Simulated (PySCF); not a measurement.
C₃H₇O₃, charge +1, singlet, geometry from GFN2-xTB. Base run: PySCF with MP2/STO-3G.

Input for PySCF:
```python
from pyscf import gto, scf, mp

mol = gto.M(
    atom='''
C     2.43694489    0.24599991   -0.30426020
O     1.06787947   -0.08317539   -0.64892013
C     0.16072946    0.05039659    0.22502077
O     0.02269955    0.43192784    1.31309479
O    -1.12461938   -0.52962628   -0.47798922
C    -2.39987934   -0.12212054    0.07904401
H     2.48704734    0.74439182    0.66264644
H     3.00498991   -0.68377977   -0.28605786
H     2.81161543    0.89415888   -1.09506298
H    -1.09425565   -0.43677101   -1.45286690
H    -2.29199082   -0.10407468    1.16376236
H    -2.69757343    0.86286503   -0.27868014
H    -3.13428009   -0.87545531   -0.20205209
''',
    basis='sto-3g',
    charge=1,
    verbose=4,
)

mf = scf.RHF(mol)
mf.kernel()

pt = mp.MP2(mf, frozen=6)
pt.kernel()
print('E(MP2) = %.10f' % pt.e_tot)
```

Variants of this job, named by their change:

```json
[
 {"change": "base", "basis functions": "37", "E (Eh)": "-337.92075", "MP2 correlation (Eh)": "-0.31675", "SCF-reference HOMO (eV)": "-16.24", "SCF-reference HOMO-LUMO gap (eV)": "18.18"},
 {"change": "basis = 6-31G", "basis functions": "68", "E (Eh)": "-342.44480", "MP2 correlation (Eh)": "-0.63966", "SCF-reference HOMO (eV)": "-18.63", "SCF-reference HOMO-LUMO gap (eV)": "17.72"},
 {"change": "basis = pcseg-0", "basis functions": "68", "E (Eh)": "-341.59312", "MP2 correlation (Eh)": "-0.64472", "SCF-reference HOMO (eV)": "-18.81", "SCF-reference HOMO-LUMO gap (eV)": "17.83"},
 {"change": "basis = 3-21G", "basis functions": "68", "E (Eh)": "-340.72249", "MP2 correlation (Eh)": "-0.63180", "SCF-reference HOMO (eV)": "-18.46", "SCF-reference HOMO-LUMO gap (eV)": "18.06"},
 {"change": "basis = def2-SV(P)", "basis functions": "98", "E (Eh)": "-342.60743", "MP2 correlation (Eh)": "-0.91267", "SCF-reference HOMO (eV)": "-18.77", "SCF-reference HOMO-LUMO gap (eV)": "17.65"},
 {"change": "basis = 6-31G*", "basis functions": "98", "E (Eh)": "-342.87755", "MP2 correlation (Eh)": "-0.90166", "SCF-reference HOMO (eV)": "-18.63", "SCF-reference HOMO-LUMO gap (eV)": "18.09"},
 {"change": "basis = def2-SVP", "basis functions": "119", "E (Eh)": "-342.68163", "MP2 correlation (Eh)": "-0.95763", "SCF-reference HOMO (eV)": "-18.71", "SCF-reference HOMO-LUMO gap (eV)": "17.65"},
 {"change": "basis = cc-pVDZ", "basis functions": "119", "E (Eh)": "-342.97172", "MP2 correlation (Eh)": "-0.95994", "SCF-reference HOMO (eV)": "-18.57", "SCF-reference HOMO-LUMO gap (eV)": "17.57"},
 {"change": "basis = pc-1", "basis functions": "119", "E (Eh)": "-342.85332", "MP2 correlation (Eh)": "-0.96340", "SCF-reference HOMO (eV)": "-18.76", "SCF-reference HOMO-LUMO gap (eV)": "17.34"},
 {"change": "basis = pcseg-1", "basis functions": "119", "E (Eh)": "-342.84958", "MP2 correlation (Eh)": "-0.96307", "SCF-reference HOMO (eV)": "-18.76", "SCF-reference HOMO-LUMO gap (eV)": "17.29"},
 {"change": "basis = 6-31G**", "basis functions": "119", "E (Eh)": "-342.93461", "MP2 correlation (Eh)": "-0.94148", "SCF-reference HOMO (eV)": "-18.61", "SCF-reference HOMO-LUMO gap (eV)": "18.09"},
 {"change": "basis = 6-31+G*", "basis functions": "122", "E (Eh)": "-342.89176", "MP2 correlation (Eh)": "-0.91084", "SCF-reference HOMO (eV)": "-18.68", "SCF-reference HOMO-LUMO gap (eV)": "16.14"},
 {"change": "basis = 6-311G**", "basis functions": "150", "E (Eh)": "-343.09918", "MP2 correlation (Eh)": "-1.02186", "SCF-reference HOMO (eV)": "-18.63", "SCF-reference HOMO-LUMO gap (eV)": "17.14"}
]
```

Totals compare only among sets that treat the same electrons; sets with core potentials leave the core out.
